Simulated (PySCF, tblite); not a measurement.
Compound: C₇H₇OP.
Numbering: `[CH3:1][c:2]1[cH:3][c:4]([CH:5]=[O:6])[cH:7][cH:8][p:9]1` (hydrogens: H10, H11, H12 on C1; H13 on C3; H14 on C5; H15 on C7; H16 on C8)

Cartesian coordinates in Å at the GFN2-xTB level; atoms count from 1:
```
atom  x, y, z in Å
C1     2.5736    0.5185    0.4468
C2     1.0854    0.5758    0.2530
C3     0.4020   -0.5811   -0.0500
C4    -0.9769   -0.6676   -0.2553
C5    -1.5499   -1.9779   -0.5710
O6    -0.9291   -3.0076   -0.6704
C7    -1.8106    0.4492   -0.1685
C8    -1.3478    1.7093    0.1223
P9     0.3090    2.1351    0.4277
H10    2.8254   -0.1599    1.2615
H11    3.0605    0.1482   -0.4550
H12    2.9742    1.5035    0.6787
H13    0.9571   -1.5075   -0.1410
H14   -2.6485   -1.9601   -0.7208
H15   -2.8709    0.3076   -0.3400
H16   -2.0610    2.5234    0.1706
```

Theory: B3LYP/def2-SVPD in PySCF (dipole) on a GFN2-xTB geometry, gas phase.

Masses are those of the commonest isotopes; rigid-rotor values at the optimised geometry. The values belong to one conformer with, in the numbering `[CH3:1][c:2]1[cH:3][c:4]([CH:5]=[O:6])[cH:7][cH:8][p:9]1`, C3–C4–C5–O6 0°.

Q: Give the principal moments of inertia and the rotational constants in cm⁻¹.

A: Ia = 208.66, Ib = 473.41, Ic = 678.95 u·Å²; 505379 MHz·u·Å²/I gives 2422, 1068 and 744.3 MHz, that is A = 0.08079, B = 0.03561, C = 0.02483 cm⁻¹.

Q: What kind of rotor is it?

A: An asymmetric top. Ray's parameter κ = (2B − A − C)/(A − C) = -0.615; −1 is the prolate and +1 the oblate limit.

Q: Is it planar, by Δ = Ic − Ia − Ib?

A: Not planar: Δ = Ic − Ia − Ib = -3.12 u·Å². For a rigid frame Δ = −2 Σ m c², so Σ m c² = 1.56 u·Å² lies off the ab plane, practically all of it from hydrogen. The atom farthest from that plane is 0.88 Å away.

Q: Give the other two planar moments, Paa and Pbb, and the rms extents of the mass along the axes.

A: Paa = Σ m a² = (Ib + Ic − Ia)/2 = 471.85 and Pbb = Σ m b² = (Ia + Ic − Ib)/2 = 207.10 u·Å². With the mass M = 138.02 u, the rms extents √(P/M) along a, b and c are 1.85, 1.22, 0.11 Å.

Q: Which lines would a microwave search look for?

A: The dipole components are |μa| = 1.74 D, |μb| = 1.33 D, |μc| = 0.00 D; the mirror of this Cs structure is the ab plane, so μc vanishes by symmetry (the 0.01 D computed is a residue) and there are no c-type lines. The squared components, which scale the intensities, stand as 1.00 : 0.58 (a : b). Some lines, for components of 0.1 D or more:

```json
{"type": "a", "branch": "Q", "J(Ka,Kc)": "1(1,0) ← 1(1,1)", "MHz": "323", "lower level (cm⁻¹)": "0.106"}
{"type": "a", "branch": "Q", "J(Ka,Kc)": "2(1,1) ← 2(1,2)", "MHz": "970", "lower level (cm⁻¹)": "0.216"}
{"type": "b", "branch": "Q", "J(Ka,Kc)": "1(1,0) ← 1(0,1)", "MHz": "1678", "lower level (cm⁻¹)": "0.060"}
{"type": "a", "branch": "R", "J(Ka,Kc)": "1(0,1) ← 0(0,0)", "MHz": "1812", "lower level (cm⁻¹)": "0.000"}
{"type": "b", "branch": "R", "J(Ka,Kc)": "3(1,2) ← 2(2,1)", "MHz": "1822", "lower level (cm⁻¹)": "0.384"}
{"type": "a", "branch": "Q", "J(Ka,Kc)": "3(1,2) ← 3(1,3)", "MHz": "1934", "lower level (cm⁻¹)": "0.380"}
{"type": "b", "branch": "Q", "J(Ka,Kc)": "2(1,1) ← 2(0,2)", "MHz": "2052", "lower level (cm⁻¹)": "0.180"}
{"type": "b", "branch": "R", "J(Ka,Kc)": "2(0,2) ← 1(1,1)", "MHz": "2218", "lower level (cm⁻¹)": "0.106"}
{"type": "b", "branch": "R", "J(Ka,Kc)": "1(1,1) ← 0(0,0)", "MHz": "3166", "lower level (cm⁻¹)": "0.000"}
{"type": "a", "branch": "R", "J(Ka,Kc)": "2(0,2) ← 1(0,1)", "MHz": "3573", "lower level (cm⁻¹)": "0.060"}
{"type": "b", "branch": "R", "J(Ka,Kc)": "2(1,2) ← 1(0,1)", "MHz": "4655", "lower level (cm⁻¹)": "0.060"}
{"type": "b", "branch": "Q", "J(Ka,Kc)": "2(2,1) ← 2(1,2)", "MHz": "5033", "lower level (cm⁻¹)": "0.216"}
{"type": "b", "branch": "Q", "J(Ka,Kc)": "3(2,2) ← 3(1,3)", "MHz": "5547", "lower level (cm⁻¹)": "0.380"}
{"type": "b", "branch": "R", "J(Ka,Kc)": "3(1,3) ← 2(0,2)", "MHz": "6004", "lower level (cm⁻¹)": "0.180"}
{"type": "b", "branch": "Q", "J(Ka,Kc)": "3(3,1) ← 3(2,2)", "MHz": "7610", "lower level (cm⁻¹)": "0.565"}
{"type": "b", "branch": "R", "J(Ka,Kc)": "2(2,0) ← 1(1,1)", "MHz": "8385", "lower level (cm⁻¹)": "0.106"}
{"type": "b", "branch": "R", "J(Ka,Kc)": "3(2,2) ← 2(1,1)", "MHz": "9499", "lower level (cm⁻¹)": "0.248"}
{"type": "b", "branch": "R", "J(Ka,Kc)": "3(2,1) ← 2(1,2)", "MHz": "10717", "lower level (cm⁻¹)": "0.216"}
{"type": "b", "branch": "R", "J(Ka,Kc)": "3(3,1) ← 2(2,0)", "MHz": "12994", "lower level (cm⁻¹)": "0.385"}
```

Q: Estimate the classical rotational partition function at 25 K, 298.15 K and 500 K.

A: Point group Cs, symmetry number σ = 1; q = (√π/σ)·√((kT/h)³/(ABC)), k/h = 20836.6 MHz/K: 15200 at 25 K, 626000 at 298.15 K, 1360000 at 500 K.

Its GFN2-xTB frequencies are all real (lowest 56 cm⁻¹). These are rigid-rotor constants of the computed structure; measured ground-state constants (B0) also hold zero-point vibration. A rigid rotor knows nothing of internal rotation, which can split or shift real lines.

On one thread of an Arm Neoverse N1, no GPU, shared host, this took 1.8 min of wall time (with the writing of density and orbital grids) and 0.97 GiB of memory at its peak. This is the B3LYP/def2-SVPD job that gave the dipole, with the excitations it also computed.
